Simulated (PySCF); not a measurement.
C4H7F. Atoms are numbered in the order given.

```xyz
12

C     -0.1105    -2.0671     0.0000
C      0.6346    -0.7676     0.0000
C      0.1014     0.4687     0.0000
C     -1.3279     0.8971     0.0000
F      0.9436     1.5377     0.0000
H      0.1501    -2.6815    -0.8890
H     -1.2096    -1.9322     0.0000
H      0.1501    -2.6815     0.8890
H      1.7370    -0.8096     0.0000
H     -1.5435     1.5227    -0.8918
H     -1.5435     1.5227     0.8918
H     -2.0177     0.0342     0.0000
```

Coordinates come from a PBE-D3(BJ)/def2-SVP optimisation.

Method: PBE-D3(BJ)/def2-SVP in PySCF.

No scaling factor is applied to the harmonic values.

**Question.** List the normal modes with their intensities. (The exact figures need the calculation; the answer reports its results.)

**Answer.** 
```json
[
 {"mode": "1", "ν (cm⁻¹)": "139", "IR (km/mol)": "1.1", "moving atoms (share of kinetic energy)": "H 96 %"},
 {"mode": "2", "ν (cm⁻¹)": "173", "IR (km/mol)": "0.1", "moving atoms (share of kinetic energy)": "H 96 %"},
 {"mode": "3", "ν (cm⁻¹)": "256", "IR (km/mol)": "0.2", "moving atoms (share of kinetic energy)": "C 51 %, H 30 %, F 18 %"},
 {"mode": "4", "ν (cm⁻¹)": "263", "IR (km/mol)": "0.2", "moving atoms (share of kinetic energy)": "C 63 %, H 31 %"},
 {"mode": "5", "ν (cm⁻¹)": "418", "IR (km/mol)": "2.3", "moving atoms (share of kinetic energy)": "F 38 %, C 36 %, H 26 %"},
 {"mode": "6", "ν (cm⁻¹)": "457", "IR (km/mol)": "2.4", "moving atoms (share of kinetic energy)": "C 60 %, H 36 %"},
 {"mode": "7", "ν (cm⁻¹)": "515", "IR (km/mol)": "11.3", "moving atoms (share of kinetic energy)": "C 48 %, F 31 %, H 21 %"},
 {"mode": "8", "ν (cm⁻¹)": "791", "IR (km/mol)": "8.3", "moving atoms (share of kinetic energy)": "C 56 %, H 28 %, F 16 %"},
 {"mode": "9", "ν (cm⁻¹)": "818", "IR (km/mol)": "28.5", "moving atoms (share of kinetic energy)": "H 80 %, C 19 %"},
 {"mode": "10", "ν (cm⁻¹)": "933", "IR (km/mol)": "8.8", "moving atoms (share of kinetic energy)": "H 67 %, C 26 %"},
 {"mode": "11", "ν (cm⁻¹)": "992", "IR (km/mol)": "14.8", "moving atoms (share of kinetic energy)": "H 61 %, C 33 %"},
 {"mode": "12", "ν (cm⁻¹)": "1006", "IR (km/mol)": "0.1", "moving atoms (share of kinetic energy)": "H 66 %, C 34 %"},
 {"mode": "13", "ν (cm⁻¹)": "1012", "IR (km/mol)": "0.7", "moving atoms (share of kinetic energy)": "H 63 %, C 36 %"},
 {"mode": "14", "ν (cm⁻¹)": "1106", "IR (km/mol)": "18.3", "moving atoms (share of kinetic energy)": "C 61 %, H 35 %"},
 {"mode": "15", "ν (cm⁻¹)": "1191", "IR (km/mol)": "107.0", "moving atoms (share of kinetic energy)": "C 54 %, H 34 %, F 12 %"},
 {"mode": "16", "ν (cm⁻¹)": "1283", "IR (km/mol)": "7.2", "moving atoms (share of kinetic energy)": "H 71 %, C 28 %"},
 {"mode": "17", "ν (cm⁻¹)": "1350", "IR (km/mol)": "5.6", "moving atoms (share of kinetic energy)": "H 77 %, C 23 %"},
 {"mode": "18", "ν (cm⁻¹)": "1367", "IR (km/mol)": "31.6", "moving atoms (share of kinetic energy)": "C 52 %, H 48 %"},
 {"mode": "19", "ν (cm⁻¹)": "1391", "IR (km/mol)": "5.6", "moving atoms (share of kinetic energy)": "H 97 %"},
 {"mode": "20", "ν (cm⁻¹)": "1401", "IR (km/mol)": "7.7", "moving atoms (share of kinetic energy)": "H 97 %"},
 {"mode": "21", "ν (cm⁻¹)": "1401", "IR (km/mol)": "4.3", "moving atoms (share of kinetic energy)": "H 95 %"},
 {"mode": "22", "ν (cm⁻¹)": "1415", "IR (km/mol)": "5.8", "moving atoms (share of kinetic energy)": "H 95 %"},
 {"mode": "23", "ν (cm⁻¹)": "1735", "IR (km/mol)": "51.5", "moving atoms (share of kinetic energy)": "C 95 %"},
 {"mode": "24", "ν (cm⁻¹)": "2956", "IR (km/mol)": "31.3", "moving atoms (share of kinetic energy)": "H 97 %"},
 {"mode": "25", "ν (cm⁻¹)": "2971", "IR (km/mol)": "14.8", "moving atoms (share of kinetic energy)": "H 97 %"},
 {"mode": "26", "ν (cm⁻¹)": "3019", "IR (km/mol)": "13.7", "moving atoms (share of kinetic energy)": "H 91 %, C 9 %"},
 {"mode": "27", "ν (cm⁻¹)": "3041", "IR (km/mol)": "7.1", "moving atoms (share of kinetic energy)": "H 91 %, C 9 %"},
 {"mode": "28", "ν (cm⁻¹)": "3066", "IR (km/mol)": "13.7", "moving atoms (share of kinetic energy)": "H 91 %, C 9 %"},
 {"mode": "29", "ν (cm⁻¹)": "3099", "IR (km/mol)": "3.0", "moving atoms (share of kinetic energy)": "H 91 %, C 9 %"},
 {"mode": "30", "ν (cm⁻¹)": "3102", "IR (km/mol)": "13.8", "moving atoms (share of kinetic energy)": "H 92 %, C 8 %"}
]
```
